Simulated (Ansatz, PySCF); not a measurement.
AlBr2, SMILES [Br][Al][Br], multiplicity 2. Atoms are numbered in the order given.

```xyz
3

Al     0.0000     0.0000     0.7697
Br     0.0000    -1.9698    -0.3829
Br     0.0000     1.9698    -0.3829
```
Charge 0, spin multiplicity 2.

Coordinates come from a B3LYP-D3(BJ)/def2-TZVP optimisation. The multiplicity is an assumed one; other spin states were not compared. The isomer is the one that the SMILES or the coordinates give; other isomers of the formula were not compared.

Two levels are set side by side: PBE-D3(BJ)/def2-TZVP (Ansatz, a first-principles code) and B3LYP-D3(BJ)/def2-TZVP (Ansatz). Each level has its own optimised geometry; the coordinates shown are those of the second. Frequencies come from the Hessian of PySCF at each geometry. Differences are taken from unrounded values.

| quantity | B3LYP-D3(BJ) |
|---|---|
| mean bond length (Å) | 2.282 |
| bond Al1–Br2 (Å) | 2.282 |
| bond Al1–Br3 (Å) | 2.282 |
| highest harmonic wavenumber (cm⁻¹) | 447 |
| mean harmonic wavenumber (cm⁻¹) | 290 |
| zero-point energy (kcal/mol) | 1.24 |

Task: What does PBE-D3(BJ) give, and how far is it from B3LYP-D3(BJ)? (The exact figures need the calculation; the answer reports its results.)

Result: 
```
quantity                            PBE-D3(BJ)  PBE-D3(BJ) minus B3LYP-D3(BJ)
----------------------------------  ----------  -----------------------------
mean bond length (Å)                     2.287                          0.004
bond Al1–Br2 (Å)                         2.287                          0.004
bond Al1–Br3 (Å)                         2.287                          0.004
highest harmonic wavenumber (cm⁻¹)         445                             -2
mean harmonic wavenumber (cm⁻¹)            287                             -4
zero-point energy (kcal/mol)              1.23                          -0.02
```

Here PBE gives about what the other level gives.
